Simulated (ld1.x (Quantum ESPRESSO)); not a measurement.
Values are calculated unless marked as measured or tabulated.
Potentials for In (Z = 49) compared

Generated with ld1.x 7.5 (TM, RRKJ, ultrasoft, PAW), atompaw 4.2 or ONCVPSP 4.0.1. The cutoff is in Ry: for ld1.x and atompaw files where the sum of valence levels is converged to 10 mRy in a Bessel basis, for ONCV files where the hardest occupied wave has 1 mHa per electron of residual kinetic energy. The error is the largest all-electron minus pseudo excitation energy over each file’s own four to seven test configurations (ionisations up to +4, promotions, holes and added fractions of an electron), all of which were solved. The labels leave out finer settings (local radius, basis sizes, second energies), which also bear on the numbers. Spin-polarised tests are not counted. The rows are a selection from randomly drawn settings: files with unsolved tests, undetermined cutoffs or missed reference levels are left out.

A true bound ghost makes a file unfit for plane-wave use even where its test errors are small: the radial tests pick states by their node count and pass the ghost by.

```csv
potential,cutoff (Ry),largest error (meV),bound ghosts
"TM, PBE, non-relativistic, rc 2.20/2.55 (sp), local smoothed, core correction yes, reference 5s1.5 5p1.5",10,-89,none
"RRKJ, PBE, scalar-relativistic, rc 2.15/1.85/1.55 (spd), local s, core correction no, reference 4d10 5s1 5p0",70,-217,p
"RRKJ, PBE, scalar-relativistic, rc 2.00/2.10 (sp), local s, core correction yes, reference 5s2 5p0.5",18,-174,none
"RRKJ, BP86, fully relativistic, rc 1.75/2.20 (sp), local s, core correction no, reference 5s2 5p0",25,+165,none
"ultrasoft, LDA (PZ), scalar-relativistic, rc 2.10/3.10/1.70 (spd), local smoothed, core correction yes, reference 4d10 5s2 5p1",40,-126,none
"TM, BP86, scalar-relativistic, rc 2.35/2.70 (sp), local smoothed, core correction yes, reference 5s2 5p1",10,-188,none
```

(1) Fill in the row for In: RRKJ, revPBE, scalar-relativistic, rc 1.95/2.80 (sp), local s, core correction no, reference 5s2 5p1.

## Answers

(1) cutoff 18 Ry, largest error +96 meV, bound ghosts: none.
